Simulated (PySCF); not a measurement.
PySCF input file for hexafluoropropylene oxide (C3F6O), SMILES FC(F)(F)C1(F)OC1(F)F, TDA-ωB97X/def2-SVPD. Geometry: PBE0-D3(BJ)/def2-SVP.

```python
import numpy as np
from pyscf import gto, scf, dft, tdscf

mol = gto.M(
    atom='''
    F     1.75726651    0.93001789    0.78721305
    C     1.39443495   -0.14633966    0.12202646
    F     2.26858690   -1.11200083    0.31408543
    O     0.95406538    0.03644871   -1.15929311
    C     0.02014648   -0.46177271   -0.23352755
    F    -0.33914026   -1.72962079   -0.40185053
    C    -1.19416660    0.41488372    0.04236692
    F    -2.06459322    0.30336184   -0.95138672
    F    -0.83873189    1.68319919    0.16140567
    F    -1.77838935    0.02146296    1.16710533
    ''',
    basis='def2-SVPD',
    charge=0,
    spin=0,
    max_memory=1600,
    verbose=4,
)
mf = dft.RKS(mol, xc='wb97x').density_fit(auxbasis='def2-universal-jkfit')
mf.grids.level = 3
mf.conv_tol = 1e-9
mf.max_cycle = 100
mf.kernel()
mf.grids = dft.Grids(mol).set(level=1).build(with_non0tab=True)  # coarser grid for the response kernel
td = tdscf.TDA(mf)
td.singlet = True
td.nstates = 6
td.conv_tol = 1e-4
td.kernel(x0=td.get_init_guess(mf, 11))
td.analyze()
tt = tdscf.TDA(mf)
tt.singlet = False
tt.nstates = 2
tt.conv_tol = 1e-4
tt.kernel(x0=tt.get_init_guess(mf, 7))
tt.analyze(verbose=3)
```

Log of the run:

```
PySCF version 2.14.0

[INPUT] verbose = 4
[INPUT] num. atoms = 10
[INPUT] num. electrons = 80
[INPUT] charge = 0
[INPUT] spin (= nelec alpha-beta = 2S) = 0
[INPUT] symmetry False subgroup None
[INPUT] Mole.unit = angstrom
[INPUT] Symbol           X                Y                Z      unit          X                Y                Z       unit  Magmom
[INPUT]  1 F      1.757266510000   0.930017890000   0.787213050000 AA    3.320752431770   1.757479103046   1.487617066184 Bohr   0.0
[INPUT]  2 C      1.394434950000  -0.146339660000   0.122026460000 AA    2.635100154022  -0.276541878562   0.230596589350 Bohr   0.0
[INPUT]  3 F      2.268586900000  -1.112000830000   0.314085430000 AA    4.287007930776  -2.101377018989   0.593535442416 Bohr   0.0
[INPUT]  4 O      0.954065380000   0.036448710000  -1.159293110000 AA    1.802922273129   0.068878079494  -2.190746475995 Bohr   0.0
[INPUT]  5 C      0.020146480000  -0.461772710000  -0.233527550000 AA    0.038071329574  -0.872623953698  -0.441303112041 Bohr   0.0
[INPUT]  6 F     -0.339140260000  -1.729620790000  -0.401850530000 AA   -0.640882209214  -3.268509592454  -0.759387444711 Bohr   0.0
[INPUT]  7 C     -1.194166600000   0.414883720000   0.042366920000 AA   -2.256647821103   0.784016604341   0.080061875541 Bohr   0.0
[INPUT]  8 F     -2.064593220000   0.303361840000  -0.951386720000 AA   -3.901515744434   0.573270794244  -1.797860339348 Bohr   0.0
[INPUT]  9 F     -0.838731890000   1.683199190000   0.161405670000 AA   -1.584973564039   3.180785482190   0.305012511252 Bohr   0.0
[INPUT] 10 F     -1.778389350000   0.021462960000   1.167105330000 AA   -3.360668814343   0.040559116222   2.205509432220 Bohr   0.0

nuclear repulsion = 640.284221714729
number of shells = 87
number of NR pGTOs = 321
number of NR cGTOs = 221
basis = def2-SVPD
ecp = {}


******** <class 'pyscf.df.df_jk.DFRKS'> ********
method = DFRKS
initial guess = minao
damping factor = 0
level_shift factor = 0
DIIS = <class 'pyscf.scf.diis.CDIIS'>
diis_start_cycle = 1
diis_space = 8
diis_damp = 0
SCF conv_tol = 1e-09
SCF conv_tol_grad = None
SCF max_cycles = 100
direct_scf = False
XC library pyscf.dft.libxc version 7.1.2
    S. Lehtola, C. Steigemann, M. J. T. Oliveira, and M. A. L. Marques,  SoftwareX 7, 1–5 (2018)
XC functionals = wb97x
    J.-D. Chai and M. Head-Gordon,  J. Chem. Phys. 128, 084106 (2008)
radial grids:
    Treutler-Ahlrichs [JCP 102, 346 (1995); DOI:10.1063/1.469408] (M4) radial grids

becke partition: Becke, JCP 88, 2547 (1988); DOI:10.1063/1.454033
pruning grids: <function nwchem_prune>
grids dens level: 3
symmetrized grids: False
atomic radii adjust function: <function treutler_atomic_radii_adjust>
small_rho_cutoff = 0
Set gradient conv threshold to 3.16228e-05
Initial guess from minao.
tot grids = 142008
******** <class 'pyscf.df.df.DF'> ********
auxbasis = def2-universal-jkfit
Create RSH-DF object <pyscf.df.df.DF object> for omega=0.3
******** <class 'pyscf.df.df.DF'> ********
auxbasis = auxmol.basis = def2-universal-jkfit
init E= -789.983340363976
  HOMO = -0.305469733342576  LUMO = 0.0707361097406798  gap/eV = 10.23708
cycle= 1 E= -787.452608699169  delta_E= 2.53  |g|= 1.43  |ddm|= 4.14
  HOMO = -0.475864653500408  LUMO = -0.0180960005236068  gap/eV = 12.45652
cycle= 2 E= -787.399366759291  delta_E= 0.0532  |g|= 1.66  |ddm|= 3.32
  HOMO = -0.481896739001392  LUMO = 0.0827732322510579  gap/eV = 15.36545
cycle= 3 E= -787.836896542407  delta_E= -0.438  |g|= 0.102  |ddm|= 1.76
  HOMO = -0.465231681832163  LUMO = 0.0881067304256327  gap/eV = 15.05711
cycle= 4 E= -787.838557331693  delta_E= -0.00166  |g|= 0.0404  |ddm|= 0.177
  HOMO = -0.468488567260671  LUMO = 0.0882022642359734  gap/eV = 15.14833
cycle= 5 E= -787.838844848138  delta_E= -0.000288  |g|= 0.0193  |ddm|= 0.0629
  HOMO = -0.468704529543897  LUMO = 0.0881149117121387  gap/eV = 15.15183
cycle= 6 E= -787.83890978947  delta_E= -6.49e-05  |g|= 0.00312  |ddm|= 0.0214
  HOMO = -0.468601504880294  LUMO = 0.0881481451564703  gap/eV = 15.14993
cycle= 7 E= -787.838912550688  delta_E= -2.76e-06  |g|= 0.00127  |ddm|= 0.00718
  HOMO = -0.468576416535303  LUMO = 0.0881520403252258  gap/eV = 15.14935
cycle= 8 E= -787.838912948996  delta_E= -3.98e-07  |g|= 0.000423  |ddm|= 0.00241
  HOMO = -0.468611656566376  LUMO = 0.0881447564625129  gap/eV = 15.15011
cycle= 9 E= -787.838912996333  delta_E= -4.73e-08  |g|= 0.000126  |ddm|= 0.000803
  HOMO = -0.468617967860498  LUMO = 0.0881436081178419  gap/eV = 15.15025
cycle= 10 E= -787.838913000662  delta_E= -4.33e-09  |g|= 4.23e-05  |ddm|= 0.000238
  HOMO = -0.468612525141436  LUMO = 0.0881445531906655  gap/eV = 15.15013
cycle= 11 E= -787.838913001193  delta_E= -5.32e-10  |g|= 1.29e-05  |ddm|= 0.000103
  HOMO = -0.468613147923952  LUMO = 0.0881442974667994  gap/eV = 15.15014
Extra cycle  E= -787.838913001216  delta_E= -2.23e-11  |g|= 1.26e-05  |ddm|= 3.13e-05
converged SCF energy = -787.838913001216
tot grids = 52520


******** <class 'pyscf.tdscf.rks.TDA'> for <class 'pyscf.df.df_jk.DFRKS'> ********
nstates = 6 singlet
deg_eia_thresh = 1.000e-03
wfnsym = None
conv_tol = 0.0001
eigh lindep = 1e-12
eigh level_shift = 0
eigh max_cycle = 100


Excitation energies (eV)
[ 9.92516944 10.16533738 10.45646314 10.69340936 11.32024328 11.45641064]

** Singlet excitation energies and oscillator strengths **
Excited State   1:      9.92517 eV    124.92 nm  f=0.0706
      39 -> 42        0.14410
      40 -> 41        0.45631
      40 -> 42       -0.30638
      40 -> 43       -0.23558
      40 -> 44       -0.15653
      40 -> 45       -0.17931
      40 -> 48        0.11056
Excited State   2:     10.16534 eV    121.97 nm  f=0.0266
      39 -> 42        0.17052
      40 -> 41       -0.17086
      40 -> 42       -0.46598
      40 -> 43        0.18848
      40 -> 44        0.23939
      40 -> 46        0.26827
Excited State   3:     10.45646 eV    118.57 nm  f=0.0576
      39 -> 41        0.26040
      39 -> 42       -0.45958
      39 -> 43       -0.11188
      39 -> 45       -0.22614
      40 -> 41        0.18066
      40 -> 42       -0.20153
      40 -> 43        0.11049
Excited State   4:     10.69341 eV    115.94 nm  f=0.0173
      39 -> 42        0.12641
      40 -> 41        0.39033
      40 -> 42        0.17389
      40 -> 43        0.41044
      40 -> 45        0.15032
      40 -> 46        0.12382
      40 -> 47       -0.10791
Excited State   5:     11.32024 eV    109.52 nm  f=0.0180
      38 -> 42       -0.23426
      38 -> 45       -0.15383
      39 -> 41        0.40290
      39 -> 42        0.17304
      39 -> 43       -0.22209
      39 -> 44       -0.17594
      39 -> 46       -0.25642
Excited State   6:     11.45641 eV    108.22 nm  f=0.0199
      38 -> 41       -0.15529
      38 -> 42        0.18275
      39 -> 41        0.37902
      39 -> 43        0.26887
      39 -> 44        0.10962
      39 -> 45        0.28582
      40 -> 44       -0.13147
      40 -> 45       -0.19990

** Transition electric dipole moments (AU) **
state          X           Y           Z        Dip. S.      Osc.
  1        -0.5356     -0.0412      0.0410      0.2903      0.0706
  2        -0.2928     -0.1387     -0.0437      0.1069      0.0266
  3        -0.4492      0.0297      0.1494      0.2249      0.0576
  4         0.1542     -0.2008      0.0438      0.0660      0.0173
  5         0.1493      0.2053     -0.0226      0.0649      0.0180
  6        -0.2126      0.1287     -0.0953      0.0709      0.0199

** Transition velocity dipole moments (imaginary part, AU) **
state          X           Y           Z        Dip. S.      Osc.
  1        -0.1196     -0.0338      0.0862      0.0229      0.0418
  2        -0.0665     -0.0260     -0.0029      0.0051      0.0091
  3        -0.1419      0.0341      0.0655      0.0256      0.0444
  4         0.0008     -0.0644      0.0331      0.0052      0.0089
  5         0.0271      0.0401      0.0088      0.0024      0.0039
  6        -0.0511      0.0596     -0.0033      0.0062      0.0098

** Transition magnetic dipole moments (imaginary part, AU) **
state          X           Y           Z
  1         0.6312      0.4845      0.1645
  2        -0.3842      0.0927      0.0423
  3        -0.2503      0.1805      0.3043
  4        -0.3131      0.4360     -0.0909
  5        -0.0167     -0.0580     -0.2782
  6        -0.6812      0.0728     -0.2371


******** <class 'pyscf.tdscf.rks.TDA'> for <class 'pyscf.df.df_jk.DFRKS'> ********
nstates = 2 triplet
deg_eia_thresh = 1.000e-03
wfnsym = None
conv_tol = 0.0001
eigh lindep = 1e-12
eigh level_shift = 0
eigh max_cycle = 100


Excitation energies (eV)
[8.70214001 9.51677319]

** Triplet excitation energies and oscillator strengths **
Excited State   1:      8.70214 eV    142.48 nm  f=0.0000
Excited State   2:      9.51677 eV    130.28 nm  f=0.0000
```

The calculation finished and met its thresholds.
